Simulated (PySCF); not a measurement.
Isomers of C6H10BN. Method used: PBE0-D3(BJ)/def2-SVP geometry optimisation, gas phase (PySCF 2.14.0). Energies are electronic, without zero-point or thermal terms, for one conformer each. No frequencies were run at this level. Point groups hold within 0.08 Å.

**Question.** Order them by energy at this level, lowest first, and give relative energies in kcal/mol.
A. `CN(C)C1=CC=CB1`
B. `[CH3:1][CH2:2][N:3]1[BH:4][CH:5]=[CH:6][CH:7]=[CH:8]1` with C1–C2–N3–B4 -93° (N-ethyl-1,2-azaborine)

**Answer.** B (0.0), A (65.4).

As drawn, the lower has a B–N bond, which the higher lacks.

```csv
SMILES,E (Eh),E rel (kcal/mol),dipole (D),point group,"A, B, C (MHz)"
CCN1BC=CC=C1,-313.70552,0.0,2.32,C1,"4506, 1492, 1233"
CN(C)C1=CC=CB1,-313.60132,65.4,3.53,near Cs,"4434, 1509, 1143"
```
